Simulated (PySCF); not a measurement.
## Run times: ytterbium in x2c-TZVPPall-2c

Measured wall times of calculations with PySCF 2.14 in x2c-TZVPPall-2c (11s11p10d4f2g, 140 functions), with two-component X2C-1e, run from one Python driver. Hardware: 1 thread of Neoverse-V2 on a shared host, 3 GiB allowed. The two-electron integrals over 140 functions were computed once and kept in memory (17 CPU seconds with the set-up); the times below exclude them.

Launch command (the driver calls PySCF for each step listed in the task file):

```bash
OMP_NUM_THREADS=1 python sorun2.py TASK.json OUT
```

```
       species                                      step  iterations  wall time (s)
Yb³⁺ [Xe] 4f13                            GHF, spin-free           7             14
Yb³⁺ [Xe] 4f13            GMP2 (39 electrons), spin-free                         23
Yb³⁺ [Xe] 4f13                  GHF, screened spin-orbit           8             15
Yb³⁺ [Xe] 4f13  GMP2 (39 electrons), screened spin-orbit                         24
Yb⁴⁺ [Xe] 4f12                            GHF, spin-free           7             14
Yb⁴⁺ [Xe] 4f12            GMP2 (38 electrons), spin-free                         19
Yb⁴⁺ [Xe] 4f12  GMP2 (38 electrons), screened spin-orbit                         19
```

Task: Roughly how long does GHF, screened spin-orbit take for Yb⁴⁺ [Xe] 4f12 here?

Result: About 30 s.

Peak memory of the process: 1 GiB. Times on a shared host vary from run to run.
